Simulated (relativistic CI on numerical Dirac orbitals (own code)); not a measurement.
## d1 to d9 in one octahedral field

Computed with a parametric ligand-field model without spin-orbit coupling, by exact diagonalisation: B = 900, C = 3470, 10Dq = 16400 cm⁻¹ (Oh; |10Dq|/B = 18.2) for every shell. Energies in cm⁻¹; the field energy is (0.6 n_e − 0.4 n_t2) × 10Dq of the ground term; g labels are left out.

```
Shell  Ground term  Electrons in e  Field energy  First spin-allowed bands  Lowest term of other spin
   d1          2T2           0.000         -6560                  2E 16400                           
   d2          3T1           0.042        -12423      3T2 14837, 3T1 26775                  1T2 12874
   d3          4A2           0.000        -19680      4T2 16400, 4T1 24540                   2E 16803
   d4           5E           1.000         -9840                 5T2 16400                   3T1 4638
   d5          6A1           2.000             0                      none                  2T2 12113
   d6          1A1           0.069        -38228      1T1 14497, 1T2 24268                   5T2 3000
   d7          4T1           2.042        -12423      4T2 14837, 4T1 26775                     2E 608
   d8          3A2           2.000        -19680      3T2 16400, 3T1 24540                   1E 13854
   d9           2E           3.000         -9840                 2T2 16400
```

Low spin: d6; the other shells keep the spin of the free ion. Only d4 to d7 can choose; the field needed to pair spins is smallest for d6 and largest for d5, which loses most exchange energy. In the strong-field picture 10Dq must exceed about 6B + 5C = 22750 (d4), 7.5B + 5C = 24100 (d5), 2.5B + 4C = 16130 (d6) and 4B + 4C = 17480 (d7); mixing of terms shifts these bounds somewhat.
